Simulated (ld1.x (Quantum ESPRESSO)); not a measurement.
## PBEsol TM dataset for H (Z = 1), fully relativistic all-electron reference.

ld1.x (Quantum ESPRESSO) 7.5 input, shortened:

```
&input
   title='H', zed=1., rel=2, dft='PBESOL', iswitch=3,
   config='1s1 2p-2', rel_dist='average'
 /
 &inputp
   pseudotype=2, tm=.true., lloc=0,
   nlcc=.false.
 /
2
2P  2  1  -2.00   0.10  0.90  0.90  0.0
1S  1  0   1.00   0.00  1.05  1.05  0.0
 &test
   configts(1)='1s1'
 /
```

Open shells are filled in proportion to 2j + 1 (rel_dist='average').

Q: Estimate the cutoffs (Ry, on a coarse ladder) from which the occupation-weighted sum of valence levels, in a spherical-Bessel basis at the reference potential, stays within 10 and 1 mRy of its value at 400 Ry.

A: 25 Ry and 45 Ry.

Q: What does a ghost test show?

A: No extra level below or beside the all-electron valence levels (p1/2, p3/2, s, d, f tested).
